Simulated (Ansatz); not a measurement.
Total energies of GaH4PS (`S[PH][GaH2]`).

```
atom   x (Å)   y (Å)   z (Å)
  S1   0.534   1.269   0.672
  P2  -0.512  -0.545   1.341
 Ga3  -0.114  -0.534  -0.972
  H4  -0.572   2.028   0.586
  H5   0.730  -1.143   1.686
  H6  -1.294   0.052  -1.810
  H7   1.227  -1.126  -1.503
```

The species carries charge 0 and has multiplicity 1. Correlated methods include outer-core shells of Ga, which these sets cover unevenly. Scalar relativity is left out up to krypton. All single points use the PBE0-D4/def2-TZVP geometry. It is one conformer, not always the lowest. Basis def2-TZVPP, the Gaussian-basis code of Ansatz.

RPA on PBE orbitals: Hartree–Fock energy of these orbitals -2663.81105 Eh, correlation -0.97402 Eh (frozen core).

```json
{"functional": "LDA (SPW92)", "energy without D4 (Eh)": "-2661.14987", "D4 term (kJ/mol)": "–"}
{"functional": "PBE", "energy without D4 (Eh)": "-2666.21065", "D4 term (kJ/mol)": "-19.4"}
{"functional": "revPBE", "energy without D4 (Eh)": "-2666.56019", "D4 term (kJ/mol)": "-49.9"}
{"functional": "BLYP", "energy without D4 (Eh)": "-2666.89133", "D4 term (kJ/mol)": "-42.0"}
{"functional": "r2SCAN", "energy without D4 (Eh)": "-2666.77299", "D4 term (kJ/mol)": "-4.1"}
{"functional": "B97M-V", "energy without D4 (Eh)": "-2666.28418", "D4 term (kJ/mol)": "–"}
{"functional": "PBE0", "energy without D4 (Eh)": "-2666.31337", "D4 term (kJ/mol)": "-16.4"}
{"functional": "B3LYP", "energy without D4 (Eh)": "-2666.92468", "D4 term (kJ/mol)": "-32.1"}
{"functional": "r2SCANh", "energy without D4 (Eh)": "-2666.75780", "D4 term (kJ/mol)": "-4.5"}
{"functional": "r2SCAN0", "energy without D4 (Eh)": "-2666.73646", "D4 term (kJ/mol)": "-5.1"}
{"functional": "HSE06 (plane-wave form)", "energy without D4 (Eh)": "-2666.29813", "D4 term (kJ/mol)": "-15.5"}
{"functional": "BHLYP", "energy without D4 (Eh)": "-2666.79812", "D4 term (kJ/mol)": "-29.0"}
{"functional": "CAM-B3LYP", "energy without D4 (Eh)": "-2666.96488", "D4 term (kJ/mol)": "-17.0"}
{"functional": "LC-ωPBE", "energy without D4 (Eh)": "-2666.36690", "D4 term (kJ/mol)": "–"}
{"functional": "ωB97X-V", "energy without D4 (Eh)": "-2666.54239", "D4 term (kJ/mol)": "–"}
{"functional": "ωB97M-V", "energy without D4 (Eh)": "-2666.67692", "D4 term (kJ/mol)": "–"}
{"functional": "B2PLYP", "energy without D4 (Eh)": "-2666.21291", "D4 term (kJ/mol)": "–"}
{"functional": "PBE-QIDH", "energy without D4 (Eh)": "-2665.80286", "D4 term (kJ/mol)": "–"}
```

B3LYP takes the VWN-RPA correlation (the form of Gaussian; ORCA's B3LYP/G). HSE06 is the plane-wave form, built on full-range PBE exchange. The double hybrids freeze the cores in their second-order part.

LC-ωPBE has ω = 0.4 bohr⁻¹.
